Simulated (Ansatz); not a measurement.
The same path of CH₈AlBGeO (13 atoms, charge 0, multiplicity 1) was run twice with different band settings. The coordinate that changes most is the dihedral O2–Al3–C4–Ge5.

Computed with RKS BHLYP/def2-SVP (Ansatz).

Relaxed end points:

```xyz
13
Properties=species:S:1:pos:R:3
B -2.515 0.942 0.694
O -1.752 0.031 0.096
Al -0.796 -1.142 -0.675
C 1.128 -1.062 -0.468
Ge 1.897 0.625 0.155
H -2.815 1.952 0.107
H -2.902 0.755 1.821
H -1.566 -2.225 -1.506
H 1.599 -1.332 -1.421
H 1.430 -1.846 0.240
H 1.379 0.955 1.560
H 3.429 0.544 0.206
H 1.504 1.768 -0.791
```

```xyz
13
Properties=species:S:1:pos:R:3
B -2.674 -0.224 1.752
O -1.870 -0.356 0.702
Al -0.849 -0.565 -0.640
C 1.064 -0.655 -0.362
Ge 2.098 0.952 -0.797
H -2.984 0.876 2.138
H -3.090 -1.205 2.319
H -1.552 -0.673 -2.036
H 1.472 -1.460 -0.986
H 1.280 -0.908 0.681
H 1.617 2.142 0.045
H 3.591 0.730 -0.524
H 1.919 1.310 -2.279
```

Common settings: movable images 7; climbing image yes; spring 5.0 eV/Å²; start path IDPP; force threshold 0.05 eV/Å; end points relaxed.

| run | optimiser | iteration limit | largest step |
| --- | --- | --- | --- |
| 1 | quadratic models (default) | 44 | default |
| 2 | lbfgs | 49 | 0.02 Å |

What does each run give, and how far can it be trusted?

Run 1: converged after 5 iterations, highest image 0.000 eV above the first end. The highest image is an end point: on this band no image between the ends rises above it.
Run 2: converged after 15 iterations, highest image 0.000 eV above the first end. The highest image is an end point: on this band no image between the ends rises above it.
